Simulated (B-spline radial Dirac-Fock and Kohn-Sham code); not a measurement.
**Satellites and hypersatellites of the K lines of Nd⁺**

System: the Nd⁺ ion, [Xe] 4f3 6s2 (not the ground configuration).

Method: ΔSCF Dirac-Fock with Breit, self-energy and vacuum polarisation, finite nucleus, configuration average. Computed with an atomic code on a B-spline grid. Each two-hole energy is an average over J within one jj subconfiguration, not an observable level; in light atoms, where LS coupling holds, the j-resolved values are not observed lines, and for a K spectator the Kα1 hypersatellite is nearly forbidden. The model has no electron correlation.

Lines without a spectator: Kα2 (K-L2) 36844.1 eV, Kα1 (K-L3) 37357.9 eV, Kβ3 (K-M2) 42160.6 eV, Kβ1 (K-M3) 42265.1 eV. Shifts in eV with one spectator hole (a dash: not computed, or left out as unreliable):

```
spectator hole    Kα2     Kα1     Kβ3     Kβ1
    L2 (2p1/2)  +85.5  +110.5       –  +224.9
    L3 (2p3/2)  +75.9   +78.6  +187.6       –
    M2 (3p1/2)      –  +14.85   +31.8   +38.0
    M3 (3p3/2)  +9.71       –   +30.3  +29.98
    M4 (3d3/2)  +2.54   -0.68       –       –
    M5 (3d5/2)  -1.61   +1.12       –       –
```

Question: Where does the K-L3 hypersatellite lie, emitted when both K electrons are missing?

Answer: +763.6 eV from the normal line, at 38121.5 eV. Removing both K electrons costs 88202.5 eV, which is 1024.6 eV more than twice the K binding energy.

With n spectator holes in 2p, averaged over the 2p shell (energies in eV):

```
n     KαLⁿ   step  hypersatellite KαʰLⁿ
0  37186.6      –               37938.6
1  37273.5  +86.9               38027.1
2  37361.7  +88.2               38117.0
3  37451.3  +89.6               38208.3
4  37542.4  +91.0               38301.0
5  37634.8  +92.5               38395.2
```
